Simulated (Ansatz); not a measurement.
CH4AlIn (`[CH2]1[AlH][InH]1`). Charge 0, multiplicity 1. In: def2 effective core potential. The geometry is a stationary point of PBE0-D4/def2-TZVP.

```xyz
7

C     0.866    0.268    0.066
Al   -0.639    1.161   -0.604
In   -1.047   -1.247    0.102
H     1.287   -0.593   -0.476
H     1.654    0.688    0.694
H    -1.338    2.576   -0.473
H    -0.782   -2.853    0.690
```

Task: What is the dipole moment at PBE/def2-TZVPP? (Estimate.)

Result: Computed: 0.54 D, with components (-0.47, -0.24, -0.11) D in this frame, pointing from negative to positive charge.

Task: And with r2SCAN, B3LYP, ωB97M-V? (An estimate is asked.)

Result: The calculation gave: r2SCAN 0.56 D, B3LYP 0.70 D, ωB97M-V 0.82 D.

Task: Give the Mulliken charges with PBE, ωB97M-V, B3LYP in def2-TZVPP. (Estimate.)

Result: Ansatz gave: 
```
atom    PBE  ωB97M-V  B3LYP
  C1  -0.42    -0.53  -0.46
 Al2   0.22     0.28   0.25
 In3   0.25     0.23   0.29
  H4   0.09     0.11   0.08
  H5   0.08     0.09   0.08
  H6  -0.09    -0.08  -0.10
  H7  -0.13    -0.10  -0.14
```

B3LYP here is the variant with VWN-RPA as its local correlation; programs differ in this.
